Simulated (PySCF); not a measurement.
## Correlation energy of P (phosphorus, neutral)

[Ne] 3s2 3p2 4s1, high-spin 4P determinant (an excited configuration). All numbers are calculated (PySCF 2.14, no relativity, point nucleus, in aug-cc-pV(Q+d)Z (7s6p5d3f2g, 89 functions)). Frozen: [Ne]; 5 electrons correlated.

MP2 pair energies summed by pair of shells (mhartree):

```
 pair  energy  share (%)
3s-3p  -41.35       54.0
3s-3s  -18.20       23.8
3p-3p   -6.68        8.7
3s-4s   -5.39        7.0
3p-4s   -5.00        6.5
```

Total MP2 correlation energy: -76.62 mhartree.

Same-spin part -16.83 and opposite-spin part -59.78 mhartree; SCS-MP2 scales them by 1/3 and 6/5 to -77.35 mhartree.
